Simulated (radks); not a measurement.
Results of a calculation; reference values are marked as such.
Exchange energies: the exact (Fock) value of the Kohn-Sham orbitals and density-functional approximations, in hartree. Species: Ag [Kr] 4d10 5s1; Pb2+ [Hg]; In+ [Kr] 4d10 5s2. Level of theory: non-relativistic Kohn-Sham, LDA (Slater exchange, Perdew-Wang correlation), spin-polarised, spherical densities, point nucleus (a radial shooting solver on a logarithmic mesh with Libxc functionals). Every spin shell is full or empty, so the densities are truly spherical. Functionals are evaluated on that one density, not self-consistently.

functional        Ag      Pb2+       In+
exact       -143.783  -358.542  -153.454
LDA          -136.72   -345.08   -146.00
PBE          -143.25   -357.33   -152.85
PBEsol       -140.54   -352.18   -150.00
revPBE       -143.46   -357.63   -153.06
RPBE         -143.54   -357.75   -153.15
PW86         -143.63   -357.12   -153.23
WC           -142.60   -356.35   -152.17
B86b         -143.87   -358.55   -153.50
APBE         -144.33   -359.42   -153.99
SCAN         -144.10   -358.73   -153.75
MS2          -143.03   -356.15   -152.60
Tao-Mo       -142.72   -355.56   -152.26
